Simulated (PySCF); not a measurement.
Assignment exercise: C6H11NOSi

Atom-mapped SMILES (the numbers label the heavy atoms): `[CH2:1]=[N:2][C@@H:3]1[CH2:4][SiH2:5][C:6](=[CH2:7])[CH2:8][O:9]1`; H(Xn) means a hydrogen on atom n. Ha(C1) is cis to C3; Ha(C4), Ha(Si5), Ha(C8) are cis to N2 on the ring; Ha(C7) is cis to Si5; Hb(C1) is trans to C3; Hb(C4), Hb(Si5), Hb(C8) are trans to N2 on the ring; Hb(C7) is trans to Si5.

Level of theory: coordinates at the GFN2-xTB level, σ from GIAO-PBE0/pcSseg-1, in PySCF 2.14.0 with density-fitted response routines (no relativistic terms, one computed conformer, in vacuum).

Chemical shifts δ = σref − σ; ¹³C, ¹H against TMS, all at this level.

(1) Assign these signals to the numbered atoms. ¹³C{¹H} NMR (computed): δ 152.0, 149.4, 133.4, 96.1, 79.9, 21.0.

(2) Assign these signals to the numbered atoms. ¹H NMR (300 MHz, computed): δ 7.77 (d, 1H), 7.37 (d, 1H), 6.04 (br s, 1H), 5.74 (br s, 1H), 5.27 (m, 1H), 4.69 (m, 1H), 4.61 (m, 1H), 4.50 (m, 1H), 4.46 (m, 1H), 1.80 (m, 1H), 0.80 (m, 1H).

## Answers

(1) 
152.0 → C1, C=N carbon
149.4 → C6, fully substituted alkene carbon: the olefinic region
133.4 → C7, terminal =CH2 carbon: as expected for a trigonal carbon in a double bond
96.1 → C3, sp3 CH bonded to N and O: 2 electronegative neighbours deshield it
79.9 → C8, allylic sp3 CH2 bonded to O: deshielded by the electronegative neighbour
21.0 → C4, sp3 CH2 bonded to Si

(2) 
7.77 → Ha(C1), hydrogen on a C=N carbon
7.37 → Hb(C1), hydrogen on a C=N carbon
6.04 → Hb(C7), hydrogen on a terminal =CH2 carbon: a vinylic proton, deshielded by the sp2 carbon and the C=C anisotropy
5.74 → Ha(C7), hydrogen on a terminal =CH2 carbon
5.27 → H(C3), hydrogen on an sp3 CH bonded to N and O: its carbon carries N and O, an electronegative neighbour
4.69 → Hb(Si5), hydrogen on a silicon bonded to 2 C, in a 6-membered ring
4.61 → Ha(C8), hydrogen on an allylic sp3 CH2 bonded to O: its carbon carries O, which withdraws density
4.50 → Hb(C8), hydrogen on an allylic sp3 CH2 bonded to O
4.46 → Ha(Si5), hydrogen on a silicon bonded to 2 C, in a 6-membered ring
1.80 → Hb(C4), hydrogen on an sp3 CH2 bonded to Si
0.80 → Ha(C4), hydrogen on an sp3 CH2 bonded to Si: an electropositive neighbour shields it, as in TMS itself

Hb(Si5) and Ha(C8); Ha(C8) and Hb(C8); Hb(C8) and Ha(Si5) lie closer than the usual error of such a calculation, so a measured spectrum could show them in the other order.

Shifts are as computed. Against solution values, carbons near 30 ppm lie about +3 ppm off and those near 130 ppm about +5 ppm. Of 1309 compounds with measured shifts, 239 miss one by over three times the rms of a fit or turn the order of signals round; such compounds aren't used in these exercises. Multiplicities follow the n + 1 count of equivalent neighbours, as no J values were calculated; m marks all less simple cases, F and P coupling included.
